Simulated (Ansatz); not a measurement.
`O[SiH2][GaH][SiH3]` + `FBS` → `O[SiH2]SBF` + `[SiH3][GaH2]`  (cleavage of the Si–Ga bond)

Gas-phase electronic energies from Ansatz, PBE0-D4/def2-TZVP geometries. CBS: MP2 limit from def2 TZ/QZ plus the TZ coupled-cluster correction, frozen cores. This one scheme is used for every species. Functionals use def2-TZVPP. For Ga outer-core shells are correlated without core-valence functions, which leaves a few kJ/mol of doubt a bond. Scalar relativity is left out up to krypton. One conformer a species, not always the lowest.

```tsv
level	ΔE (kcal/mol)
PBE	-10.7
CCSD/def2-TZVPP	-13.0
```

Q: What does CCSD(T)/CBS give? (Best estimate.)

A: Ansatz gave: -13.2 kcal/mol. The listed levels differ from it by 2.5, 0.2 kcal/mol.

Largest T1 diagnostic among the species: 0.014.

From PBE to PBE0 (25 % exact exchange), in def2-TZVPP and without D4, ΔE moves by −1.4 kcal/mol.
